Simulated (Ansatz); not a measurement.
The cluster Mn₂Cu₃⁻ (the lowest multiplicity 9 isomer of a short search), 5 atoms. Hardware: 4 threads of Arm Neoverse V1 on a shared host.

Correlated methods freeze 37 core orbitals; core or outer-core shells of Mn are correlated, in sets that lack core-valence functions.

**Question.** How many basis functions does each of these Ansatz runs have, and roughly what does it cost? PBE0-D4/def2-SVPD, charge -1 multiplicity 9, relaxation, 32 steps; PBE-QIDH/def2-TZVPD, charge -1 multiplicity 9, energy, from earlier orbitals; RPA@PBE/def2-TZVPD, charge -1 multiplicity 9, energy, from earlier orbitals; r2SCAN-D4/def2-TZVPD, charge -1 multiplicity 9, energy, from earlier orbitals; PBE0-D4/def2-TZVPD, charge -1 multiplicity 9, energy, from earlier orbitals; MP2/def2-TZVPD, charge -1 multiplicity 9, energy, from earlier orbitals; PBE0-D4/def2-SVP, charge -1 multiplicity 9, energy with a search over starts; r2SCANh-D4/def2-TZVPD, charge -1 multiplicity 9, energy, from earlier orbitals; PBE-D4/def2-TZVPD, charge -1 multiplicity 9, energy and forces, from earlier orbitals; LC-ωPBE/def2-TZVPD, charge -1 multiplicity 9, energy, from earlier orbitals.

**Answer.** Other jobs shared the machine, so times can vary by a factor of up to 3.

| run | functions | fitting or Cholesky vectors | wall time | peak host memory (GiB) |
| --- | --- | --- | --- | --- |
| PBE-D4/def2-TZVPD, charge -1 multiplicity 9, energy and forces, from earlier orbitals | 240 | 2315 | 20 s | 0.64 |
| RPA@PBE/def2-TZVPD, charge -1 multiplicity 9, energy, from earlier orbitals | 240 | 2306 | 30 s | 1.1 |
| PBE0-D4/def2-TZVPD, charge -1 multiplicity 9, energy, from earlier orbitals | 240 | 2306 | 32 s | 1.4 |
| MP2/def2-TZVPD, charge -1 multiplicity 9, energy, from earlier orbitals | 240 | 2306 | 36 s | 1.5 |
| r2SCAN-D4/def2-TZVPD, charge -1 multiplicity 9, energy, from earlier orbitals | 240 | 2315 | 40 s | 0.79 |
| r2SCANh-D4/def2-TZVPD, charge -1 multiplicity 9, energy, from earlier orbitals | 240 | 2306 | 52 s | 1.6 |
| LC-ωPBE/def2-TZVPD, charge -1 multiplicity 9, energy, from earlier orbitals | 240 | 2315 | 59 s | 2 |
| PBE-QIDH/def2-TZVPD, charge -1 multiplicity 9, energy, from earlier orbitals | 240 | 2306 | 63 s | 1.7 |
| PBE0-D4/def2-SVP, charge -1 multiplicity 9, energy with a search over starts | 155 | 1744 | 74 s | 0.99 |
| PBE0-D4/def2-SVPD, charge -1 multiplicity 9, relaxation, 32 steps | 170 | 1984 | 7.1 min | 1.3 |
